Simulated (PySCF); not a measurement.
Atoms are numbered as in `[CH3:1][C:2]([CH3:3])([CH3:4])[N:5]1[BH:6][NH:7][BH:8][NH:9][BH:10]1`. Hydrogens are named by the atom that carries them.

- geometry: PBE0-D3(BJ)/def2-SVP
- shielding tensors at PBE0/pcSseg-1 (GIAO)
- run in PySCF 2.14.0 with density-fitted response routines
- gas phase, a single conformation, relativity neglected, fast rotation and ring inversion assumed for equivalent nuclei

δ = σ(ref) − σ, references computed at the same level: ¹³C, ¹H against TMS; ¹⁵N against NH3; ¹¹B against BF3·OEt2.

```csv
atoms,nucleus,count,Hirshfeld charge,δ (ppm)
C1/C3/C4,¹³C,3,-0.12,35.1
C2,¹³C,1,0.08,53.2
B8,¹¹B,1,0.16,?
H(B6)/H(B10),¹H,2,-0.06,5.12
N7/N9,¹⁵N,2,-0.23,145.7
H(C1)/H(C3)/H(C4),¹H,9,0.04,1.38
B6/B10,¹¹B,2,0.15,?
N5,¹⁵N,1,-0.15,185.4
H(N7)/H(N9),¹H,2,0.13,5.64
H(B8),¹H,1,-0.07,?
```

Estimate the values marked ?.

Results:


- H(B8): 4.70 ppm, hydrogen on a boron bonded to 2 N, in a 6-membered ring
- B6/B10: 28.1 ppm, boron bonded to 2 N, H, in a 6-membered ring
- B8: 26.7 ppm, boron bonded to 2 N, H, in a 6-membered ring

OH/NH shifts are gas-phase values; hydrogen bonding in solution moves them, usually downfield. Hydrogens on boron are broadened and split by ¹¹B (spin 3/2, 80 %) and 10B (spin 3). Shifts are as computed. Against solution values, carbons near 30 ppm lie about +2 ppm off and those near 130 ppm about +5 ppm. Of 1313 compounds with measured shifts, 239 miss one by over three times the rms of a fit or turn the order of signals round; such compounds aren't used in these exercises. Experimental scales use liquid or dissolved standards, which lie at an offset from isolated NH3 (liquid NH3: subtract about 20 ppm). Unscaled 15N shifts of sp2 nitrogen come out 20 to 40 ppm too high even then.
